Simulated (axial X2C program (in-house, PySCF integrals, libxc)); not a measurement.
What spin–orbit coupling does to InBr

Computed with an axial X2C code built on PySCF integrals. Spin-free means the one-electron spin-free X2C Hamiltonian; two-component (2c) means X2C with spin–orbit coupling and atomic mean-field two-electron Coulomb and Gaunt terms, so the difference of the two also holds small scalar two-electron terms. Basis: In dyall-cv3z [11s12p9d4f1g], Br dyall-cv3z [8s9p6d4f1g] (cores contracted in-house); Gaussian nuclei, density fitting, unrestricted open shells. Masses: In 114.904 u, Br 78.918 u.

Spin-free state: M_S = 0, Λ = 0 (closed shell); fragments In + Br.

| level | Re (Å) | ωe (cm⁻¹) | De (eV) | μ (D) |
| --- | --- | --- | --- | --- |
| PBE0 | 2.560 | 218.4 | 4.157 | -3.49 |
| HF | 2.586 | 213.1 | 3.056 | -3.82 |
| MP2 | 2.577 | 219.7 | 4.160 | n/a |
| CCSD | 2.581 | 218.1 | 3.925 | n/a |
| CCSD(T) | 2.581 | 218.4 | 4.023 | n/a |
| BP86 | 2.585 | 210.3 | 4.224 | -3.47 |

Correlated methods: 10 electrons correlated (number of frozen shells: In 4 s, 3 p, 2 d; Br 3 s, 2 p, 1 d), 274 virtual spin orbitals or spinors in MP2, 90 natural virtuals in coupled cluster.

Dipoles are positive if Br is the positive end.

Two-component determinant lowest at the distance of the search:

Ω = 0 (closed shell); fragments In + Br.

```tsv
level	Re (Å)	ωe (cm⁻¹)	De (eV)	μ (D)
PBE0	2.561	218.2	n/a	-3.47
HF	2.587	213.1	2.715	-3.80
MP2	2.578	219.6	3.866	n/a
CCSD	2.581	217.9	3.631	n/a
CCSD(T)	2.582	218.2	3.731	n/a
BP86	2.586	209.9	n/a	-3.45
```

From the two tables, how do the constants change at the CCSD(T) level (2c against spin-free)?

At the CCSD(T) level Re goes up by 0.001 Å and ωe is unchanged to within 0.2 cm⁻¹; De changes by -0.292 eV.

Occupations by symmetry block were frozen at the best pattern of an incomplete PBE0 search. The closed shell is kept restricted, so the energy runs too high when the bond is stretched far. De is counted from the lowest determinant-based energies of the atoms at the same level, without counterpoise correction. De is not given where an atomic determinant may have missed its ground term or J level, or where the truncated virtual space spoils (T). Coupled cluster ran in a truncated set of natural virtual spinors; the MP2 energy of the rest was added. (T) has no such correction and the atoms are truncated less, which lowers De at CCSD(T) by a hundredth of an eV or more. The functionals have no current-density term, which raises determinants with orbital currents, atoms included. With the outer-core shells frozen, correlated bond lengths of heavy atoms tend to come out a few hundredths of an ångström too long.
